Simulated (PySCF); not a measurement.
F (SMILES [F]), doublet; BLYP/def2-SVP (PySCF).

Here is a job for PySCF.
```python
from pyscf import gto, scf, dft

mol = gto.M(
    atom='''
F     0.00000000    0.00000000    0.00000000
''',
    basis='def2-svp',
    spin=1,
    verbose=4,
)

mf = dft.UKS(mol)
mf.xc = 'blyp'
mf.diis = False
mf.max_cycle = 100
mf.kernel()
```

The log (banner, timings and long lists left out):

```
PySCF version 2.14.0

[INPUT] verbose = 4
[INPUT] num. atoms = 1
[INPUT] num. electrons = 9
[INPUT] charge = 0
[INPUT] spin (= nelec alpha-beta = 2S) = 1
[INPUT] symmetry False subgroup None
[INPUT] Mole.unit = angstrom
[INPUT] Symbol           X                Y                Z      unit          X                Y                Z       unit  Magmom
[...]
nuclear repulsion = 0
number of shells = 6
number of NR pGTOs = 24
number of NR cGTOs = 14
basis = def2-svp
ecp = {}

******** <class 'pyscf.dft.uks.UKS'> ********
method = UKS
initial guess = minao
damping factor = 0
level_shift factor = 0
DIIS disabled
SCF conv_tol = 1e-09
SCF conv_tol_grad = None
SCF max_cycles = 100
direct_scf = True
direct_scf_tol = 1e-13
number electrons alpha = 5  beta = 4
XC library pyscf.dft.libxc version 7.1.2
    S. Lehtola, C. Steigemann, M. J. T. Oliveira, and M. A. L. Marques,  SoftwareX 7, 1–5 (2018)
XC functionals = blyp
    A. D. Becke,  Phys. Rev. A 38, 3098 (1988)
    C. Lee, W. Yang, and R. G. Parr,  Phys. Rev. B 37, 785 (1988)
    B. Miehlich, A. Savin, H. Stoll, and H. Preuss,  Chem. Phys. Lett. 157, 200 (1989)
radial grids:
    Treutler-Ahlrichs [JCP 102, 346 (1995); DOI:10.1063/1.469408] (M4) radial grids

becke partition: Becke, JCP 88, 2547 (1988); DOI:10.1063/1.454033
pruning grids: <function nwchem_prune>
grids dens level: 3
symmetrized grids: False
atomic radii adjust function: <function treutler_atomic_radii_adjust>
small_rho_cutoff = 0
Set gradient conv threshold to 3.16228e-05
tot grids = 14264
init E= -99.5842674240751

cycle= 1 E= -99.6243111108575  delta_E= -0.04  |g|= 0.111  |ddm|= 0.641
cycle= 2 E= -99.6258910740234  delta_E= -0.00158  |g|= 0.0894  |ddm|= 0.113
cycle= 3 E= -99.6255125324816  delta_E= 0.000379  |g|= 0.0955  |ddm|= 0.109
cycle= 4 E= -99.6249614927477  delta_E= 0.000551  |g|= 0.105  |ddm|= 0.118
cycle= 5 E= -99.6244304100852  delta_E= 0.000531  |g|= 0.112  |ddm|= 0.128
cycle= 6 E= -99.6236622600406  delta_E= 0.000768  |g|= 0.123  |ddm|= 0.138
cycle= 7 E= -99.6229480011841  delta_E= 0.000714  |g|= 0.131  |ddm|= 0.15
cycle= 8 E= -99.6218767075711  delta_E= 0.00107  |g|= 0.144  |ddm|= 0.162
cycle= 9 E= -99.6209214364953  delta_E= 0.000955  |g|= 0.153  |ddm|= 0.175
cycle= 10 E= -99.6194260059456  delta_E= 0.0015  |g|= 0.17  |ddm|= 0.19
cycle= 11 E= -99.6181574547678  delta_E= 0.00127  |g|= 0.179  |ddm|= 0.205
cycle= 12 E= -99.6160686227045  delta_E= 0.00209  |g|= 0.199  |ddm|= 0.222
cycle= 13 E= -99.6143994693809  delta_E= 0.00167  |g|= 0.209  |ddm|= 0.24
cycle= 14 E= -99.6114811903663  delta_E= 0.00292  |g|= 0.233  |ddm|= 0.26
cycle= 15 E= -99.6093111864496  delta_E= 0.00217  |g|= 0.244  |ddm|= 0.281
cycle= 16 E= -99.6052361024012  delta_E= 0.00408  |g|= 0.273  |ddm|= 0.304
cycle= 17 E= -99.6024596397821  delta_E= 0.00278  |g|= 0.284  |ddm|= 0.328
cycle= 18 E= -99.5967777454489  delta_E= 0.00568  |g|= 0.319  |ddm|= 0.355
cycle= 19 E= -99.5933011270302  delta_E= 0.00348  |g|= 0.329  |ddm|= 0.383
cycle= 20 E= -99.5854020212151  delta_E= 0.0079  |g|= 0.373  |ddm|= 0.413
cycle= 21 E= -99.5811766231965  delta_E= 0.00423  |g|= 0.381  |ddm|= 0.445
cycle= 22 E= -99.570248308438  delta_E= 0.0109  |g|= 0.434  |ddm|= 0.479
cycle= 23 E= -99.56532743535  delta_E= 0.00492  |g|= 0.439  |ddm|= 0.516
cycle= 24 E= -99.5503192517736  delta_E= 0.015  |g|= 0.503  |ddm|= 0.555
cycle= 25 E= -99.5449461286913  delta_E= 0.00537  |g|= 0.503  |ddm|= 0.596
cycle= 26 E= -99.5245502032063  delta_E= 0.0204  |g|= 0.581  |ddm|= 0.639
cycle= 27 E= -99.5192791241286  delta_E= 0.00527  |g|= 0.573  |ddm|= 0.684
cycle= 28 E= -99.4919520990668  delta_E= 0.0273  |g|= 0.666  |ddm|= 0.731
cycle= 29 E= -99.4877902582206  delta_E= 0.00416  |g|= 0.647  |ddm|= 0.78
cycle= 30 E= -99.4518402273079  delta_E= 0.036  |g|= 0.758  |ddm|= 0.83
cycle= 31 E= -99.4503724577583  delta_E= 0.00147  |g|= 0.724  |ddm|= 0.882
cycle= 32 E= -99.404126898806  delta_E= 0.0462  |g|= 0.855  |ddm|= 0.935
[...]
cycle= 47 E= -99.107725826936  delta_E= -0.0944  |g|= 1.19  |ddm|= 1.57
cycle= 48 E= -98.9764676407112  delta_E= 0.131  |g|= 1.45  |ddm|= 1.59
cycle= 49 E= -99.0830611498661  delta_E= -0.107  |g|= 1.21  |ddm|= 1.61
cycle= 50 E= -98.9467132304055  delta_E= 0.136  |g|= 1.48  |ddm|= 1.63
cycle= 51 E= -99.0635492471984  delta_E= -0.117  |g|= 1.23  |ddm|= 1.64
cycle= 52 E= -98.9232899516926  delta_E= 0.14  |g|= 1.51  |ddm|= 1.66
cycle= 53 E= -99.0484162791926  delta_E= -0.125  |g|= 1.25  |ddm|= 1.67
cycle= 54 E= -98.9051940902406  delta_E= 0.143  |g|= 1.52  |ddm|= 1.68
cycle= 55 E= -99.0368587049651  delta_E= -0.132  |g|= 1.26  |ddm|= 1.69
cycle= 56 E= -98.8914155133066  delta_E= 0.145  |g|= 1.54  |ddm|= 1.69
cycle= 57 E= -99.0281350498208  delta_E= -0.137  |g|= 1.27  |ddm|=  1.7
cycle= 58 E= -98.8810395631186  delta_E= 0.147  |g|= 1.55  |ddm|= 1.71
cycle= 59 E= -99.021608733057  delta_E= -0.141  |g|= 1.27  |ddm|= 1.71
cycle= 60 E= -98.8732907442361  delta_E= 0.148  |g|= 1.56  |ddm|= 1.72
cycle= 61 E= -99.0167586872573  delta_E= -0.143  |g|= 1.28  |ddm|= 1.72
cycle= 62 E= -98.8675397537958  delta_E= 0.149  |g|= 1.56  |ddm|= 1.72
cycle= 63 E= -99.0131721707639  delta_E= -0.146  |g|= 1.28  |ddm|= 1.73
cycle= 64 E= -98.863291158262  delta_E= 0.15  |g|= 1.57  |ddm|= 1.73
cycle= 65 E= -99.0105297101155  delta_E= -0.147  |g|= 1.28  |ddm|= 1.73
cycle= 66 E= -98.8601631548594  delta_E= 0.15  |g|= 1.57  |ddm|= 1.73
cycle= 67 E= -99.0085880588273  delta_E= -0.148  |g|= 1.28  |ddm|= 1.73
cycle= 68 E= -98.8578659561347  delta_E= 0.151  |g|= 1.57  |ddm|= 1.73
cycle= 69 E= -99.007164184552  delta_E= -0.149  |g|= 1.28  |ddm|= 1.73
cycle= 70 E= -98.8561820073757  delta_E= 0.151  |g|= 1.57  |ddm|= 1.74
cycle= 71 E= -99.0061215326102  delta_E= -0.15  |g|= 1.29  |ddm|= 1.74
cycle= 72 E= -98.8549492667174  delta_E= 0.151  |g|= 1.57  |ddm|= 1.74
cycle= 73 E= -99.0053588507767  delta_E= -0.15  |g|= 1.29  |ddm|= 1.74
cycle= 74 E= -98.8540477284364  delta_E= 0.151  |g|= 1.58  |ddm|= 1.74
cycle= 75 E= -99.0048013983169  delta_E= -0.151  |g|= 1.29  |ddm|= 1.74
cycle= 76 E= -98.8533888862605  delta_E= 0.151  |g|= 1.58  |ddm|= 1.74
cycle= 77 E= -99.0043941836057  delta_E= -0.151  |g|= 1.29  |ddm|= 1.74
cycle= 78 E= -98.8529076619118  delta_E= 0.151  |g|= 1.58  |ddm|= 1.74
cycle= 79 E= -99.0040968414168  delta_E= -0.151  |g|= 1.29  |ddm|= 1.74
cycle= 80 E= -98.8525563085131  delta_E= 0.152  |g|= 1.58  |ddm|= 1.74
cycle= 81 E= -99.0038797936974  delta_E= -0.151  |g|= 1.29  |ddm|= 1.74
cycle= 82 E= -98.8522998508791  delta_E= 0.152  |g|= 1.58  |ddm|= 1.74
cycle= 83 E= -99.0037213940076  delta_E= -0.151  |g|= 1.29  |ddm|= 1.74
cycle= 84 E= -98.8521126990466  delta_E= 0.152  |g|= 1.58  |ddm|= 1.74
cycle= 85 E= -99.0036058150774  delta_E= -0.151  |g|= 1.29  |ddm|= 1.74
cycle= 86 E= -98.8519761457199  delta_E= 0.152  |g|= 1.58  |ddm|= 1.74
cycle= 87 E= -99.0035214921644  delta_E= -0.152  |g|= 1.29  |ddm|= 1.74
cycle= 88 E= -98.8518765235608  delta_E= 0.152  |g|= 1.58  |ddm|= 1.74
cycle= 89 E= -99.0034599791963  delta_E= -0.152  |g|= 1.29  |ddm|= 1.74
cycle= 90 E= -98.8518038518648  delta_E= 0.152  |g|= 1.58  |ddm|= 1.74
cycle= 91 E= -99.0034151099441  delta_E= -0.152  |g|= 1.29  |ddm|= 1.74
cycle= 92 E= -98.8517508445214  delta_E= 0.152  |g|= 1.58  |ddm|= 1.74
cycle= 93 E= -99.0033823837879  delta_E= -0.152  |g|= 1.29  |ddm|= 1.74
cycle= 94 E= -98.8517121838003  delta_E= 0.152  |g|= 1.58  |ddm|= 1.74
cycle= 95 E= -99.0033585164257  delta_E= -0.152  |g|= 1.29  |ddm|= 1.74
cycle= 96 E= -98.8516839892617  delta_E= 0.152  |g|= 1.58  |ddm|= 1.74
cycle= 97 E= -99.0033411114854  delta_E= -0.152  |g|= 1.29  |ddm|= 1.74
cycle= 98 E= -98.8516634296421  delta_E= 0.152  |g|= 1.58  |ddm|= 1.74
cycle= 99 E= -99.003328420644  delta_E= -0.152  |g|= 1.29  |ddm|= 1.74
cycle= 100 E= -98.8516484393747  delta_E= 0.152  |g|= 1.58  |ddm|= 1.74
SCF not converged.
SCF energy = -98.8516484393747 after 100 cycles  <S^2> = 0.75106543  2S+1 = 2.0010652
```

The run did not converge; its last values are not results.
